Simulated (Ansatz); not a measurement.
System: C3H7BO2, charge 0, multiplicity 1. SMILES: C=CCB(O)O
Geometry: optimised at B3LYP-D3(BJ)/def2-TZVP (Ansatz, an electronic-structure program).

Cost and difference of B3LYP with Ansatz in habitual basis sets for the atomisation energy (kcal/mol). Terms: 6-311+G** with 5d; atomisation electronic, to ground-state atoms; spin-orbit terms left out; LANL2DZ all-electron up to Ne; non-relativistic; valence correlation only; 6-31G* and kin with 6d, 5d where marked; dispersion terms only where a functional's name holds one; UHF or UKS for open shells. CBS(X,Y): correlation extrapolated as X^-3; Hartree-Fock from the larger set. Ab initio and DFT rows: single points at B3LYP-D3(BJ) geometries (Ansatz). Costs are core time of energy and forces over that of the cheapest set, on one shared machine, to one figure and rough; under a factor of 2 they don't order.

Coupled cluster (Ansatz) is a level with limits of its own, used here on species with T1 under 0.025 (0.045 for open shells) and stable references: CCSD(T)/CBS(cc-pVTZ,cc-pVQZ).

Value to compare with: 1328.0 kcal/mol.

| level | relative cost | atomisation energy (kcal/mol) | difference |
|---|---|---|---|
| B3LYP/STO-3G | 1× | 1491.7 | 163.7 |
| B3LYP/3-21G | 1× | 1289.3 | -38.7 |
| B3LYP/6-31G | 2× | 1271.7 | -56.3 |
| B3LYP/LANL2DZ | 2× | 1260.6 | -67.4 |
| B3LYP/def2-SVP | 2× | 1330.9 | 2.9 |
| B3LYP/6-31G* | 3× | 1312.9 | -15.1 |
| B3LYP/cc-pVDZ | 3× | 1301.8 | -26.2 |
| B3LYP/6-31G** | 3× | 1325.6 | -2.4 |
| B3LYP/6-31+G* | 4× | 1304.0 | -24.0 |
| B3LYP/6-311+G** | 5× | 1311.7 | -16.3 |

The dearest set gives -16.3 kcal/mol. A small set can land close by cancelling terms.
